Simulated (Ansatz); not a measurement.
Reaction (cleavage of the In–Ge bond): `[Cl][In]([Cl])[GeH3]` + H₂Se → `[Cl][In]([Cl])[SeH]` + GeH₄

Calculated with Ansatz (gas phase, PBE0-D4/def2-TZVP geometries, no zero-point term in ΔE). CBS: MP2 limit from def2 TZ/QZ plus the TZ coupled-cluster correction, frozen cores. DFT in def2-TZVPP. Elements past krypton have def2 core potentials. For Ge, In, Se outer-core shells are correlated without core-valence functions, which leaves a few kJ/mol of doubt a bond. Scalar relativity is left out up to krypton. One conformer a species, not always the lowest.

```csv
level,ΔE (eV)
LDA (SPW92),-0.34
B2PLYP,-0.42
```

Q: What does CCSD(T)/CBS give? (Estimate.)

A: Computed: -0.43 eV. The listed levels differ from it by 0.09, 0.01 eV.

Largest T1 diagnostic among the species: 0.012.

Leaving LDA and LC-ωPBE aside and taking each functional with its dispersion term where it has one, the values, not all of them listed here, spread over 0.12 eV, from B97M-V to PBE-D4. From PBE to PBE0 (25 % exact exchange), in def2-TZVPP and without D4, ΔE moves by −0.04 eV. In def2-TZVPP, CCSD(T) changes the Hartree–Fock value by +0.10 eV (the triples alone add −0.01 eV) and MP2 by +0.08 eV.
